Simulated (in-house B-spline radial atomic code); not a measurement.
Radial electron density of neutral cadmium, [Kr] 4d10 5s2. Level of theory: Dirac-Hartree-Fock, average of configuration, Fermi nucleus of rms radius 4.6087 fm; calculated with a B-spline radial code for spherical atoms.

Columns: r (bohr), 4πr²n(r) (electrons per bohr), bar.

```
 0.00123    1.951 #
 0.00153    2.854 ##
 0.00189    4.096 ##
 0.00235    5.895 ###
 0.00292    8.383 #####
 0.00362    11.72 #######
  0.0045     16.2 #########
 0.00558    21.86 ############
 0.00693    28.82 ################
  0.0086    36.83 #####################
  0.0107    45.44 ##########################
  0.0133    53.46 ##############################
  0.0165    59.49 #################################
  0.0204    62.23 ###################################
  0.0254    61.14 ##################################
  0.0315    57.29 ################################
  0.0391    53.78 ##############################
  0.0485    54.64 ###############################
  0.0602    61.87 ###################################
  0.0748    72.36 #########################################
  0.0928    78.15 ############################################
   0.115    73.19 #########################################
   0.143     60.6 ##################################
   0.178     52.8 ##############################
    0.22    56.83 ################################
   0.274    63.38 ####################################
    0.34    56.68 ################################
   0.422    37.17 #####################
   0.524       21 ############
    0.65    17.85 ##########
   0.807    20.32 ###########
       1    18.72 ###########
    1.24    12.84 #######
    1.54    7.036 ####
    1.92    3.457 ##
    2.38    1.788 #
    2.95   0.9891 #
    3.67   0.5288 
    4.55   0.2428 
    5.65  0.08343 
    7.01  0.01956 
    8.71 0.002766 
    10.8 0.0002161
```

On this grid the curve has 4 maxima, near 0.0204, 0.0928, 0.274, 0.807 bohr.

The 4d5/2 radial function P(r) = rR(r), positive near the nucleus, with its small component Q(r) (sign convention: Q ≈ (P' + κP/r)/2c):

```
r (bohr)          P           Q
  0.0107   0.001096  -6.267e-05
  0.0165   0.003641  -0.0002058
  0.0254     0.0115  -0.0006391
  0.0391    0.03387   -0.001843
  0.0602    0.09006   -0.004771
  0.0928     0.2059    -0.01057
   0.143     0.3741     -0.0187
    0.22     0.4706    -0.02406
    0.34     0.2518    -0.01888
   0.524    -0.3454   -0.003718
   0.807    -0.8839    0.008874
    1.24    -0.8772    0.009567
    1.92    -0.4981    0.004606
    2.95    -0.1731    0.001307
    4.55   -0.03183   0.0001998
    7.01  -0.002338    1.27e-05
```
